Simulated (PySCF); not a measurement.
# Potential energy of BeGe⁻ along the bond

Set-up: PySCF, spin-free X2C with a Gaussian nucleus, basis sets Be aug-cc-pVDZ-DK, Ge aug-cc-pVDZ-DK. Energies in eV from Be + Ge⁻ in their ground configurations at the same level. State: ⁴Σ⁻ (quartet), unpaired electrons σ ↑, π ↑↑.

All columns are B2PLYP. A positive dipole points towards Ge; it is taken about the centre of mass and depends on that origin.

| R (Å) | E (eV) | μ (D) | Mulliken charge on Be (basis-dependent) | HOMO (eV) | LUMO (eV) | Mayer bond order | ⟨S²⟩ |
| --- | --- | --- | --- | --- | --- | --- | --- |
| 1.918 | -0.960 | 3.01 | -0.92 | -0.45 | 2.40 | 1.54 | 3.76 |
| 2.007 | -1.242 | 3.12 | -0.80 | -0.51 | 2.40 | 1.51 | 3.76 |
| 2.096 | -1.398 | 3.25 | -0.69 | -0.56 | 2.40 | 1.45 | 3.76 |
| 2.163 | -1.454 | 3.35 | -0.62 | -0.59 | 2.40 | 1.39 | 3.76 |
| 2.230 | -1.471 | 3.46 | -0.56 | -0.61 | 2.40 | 1.33 | 3.76 |
| 2.297 | -1.459 | 3.57 | -0.51 | -0.64 | 2.40 | 1.25 | 3.76 |
| 2.386 | -1.410 | 3.73 | -0.46 | -0.66 | 2.39 | 1.14 | 3.76 |
| 2.498 | -1.317 | 3.92 | -0.40 | -0.67 | 2.39 | 1.00 | 3.77 |
| 2.631 | -1.183 | 4.08 | -0.36 | -0.68 | 2.39 | 0.82 | 3.77 |
| 2.810 | -1.002 | 4.15 | -0.33 | -0.69 | 2.39 | 0.63 | 3.78 |

A fit through these points gives, at Re = 2.233 Å, μ = 3.46 D and dμ/dR = 1.71 D/Å; the reduced mass is 8.033 u.

Q: How strong is the fundamental in the double-harmonic approximation, I = 42.26·(dμ/dR)²/μred km/mol?

A: I = 42.26·(1.71)²/8.033 = 15.4 km/mol at B2PLYP.

Correlated steps freeze 9 core orbitals. Spin–orbit coupling is left out. For an ion De counts to the pair picked by the measured ionisation energies or electron affinities, which need not be the lowest pair at this level. B2PLYP dipoles, levels and charges come from its SCF part alone. The state is the lowest determinant that a PBE0 search found; another state may lie lower at other levels.
